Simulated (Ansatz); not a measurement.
Reaction (isomerisation): `C=C[N](C)[GeH3]` → `C=CC[NH][GeH3]`

Program: Ansatz. Geometries: PBE0-D4/def2-TZVP. ΔE: electronic, gas phase. CCSD(T)/CBS is the MP2 limit (def2-TZVPP, def2-QZVPP) plus CCSD(T) − MP2 in def2-TZVPP, frozen cores. Functionals use def2-TZVPP. B3LYP here is the variant with VWN-RPA as its local correlation; programs differ in this. For Ge outer-core shells are correlated without core-valence functions, which leaves a few kJ/mol of doubt a bond. Scalar relativity is left out up to krypton. One conformer a species, not always the lowest.

```tsv
level	ΔE (kJ/mol)
B3LYP-D4	11.4
MP2/CBS(def2)	7.4
```

Problem. What does CCSD(T)/CBS give? (Best estimate.)

Solution. The calculation gave: +2.9 kJ/mol. The listed levels differ from it by 8.5, 4.5 kJ/mol.

Largest T1 diagnostic among the species: 0.012.

At CCSD(T), def2-SVP lies +5.3 kJ/mol from the extrapolated value and def2-TZVPP +1.6 kJ/mol. The D4 term adds +4.8 kJ/mol with B3LYP and +2.5 kJ/mol with PBE0; it sums over pairs of atoms, weighted by their polarisabilities, and B3LYP, whose exchange is more repulsive, gets the larger term.

CCSD(T)/CBS has its own doubt, a few kJ/mol and more with outer-core shells, so smaller differences from it don't rank the levels.
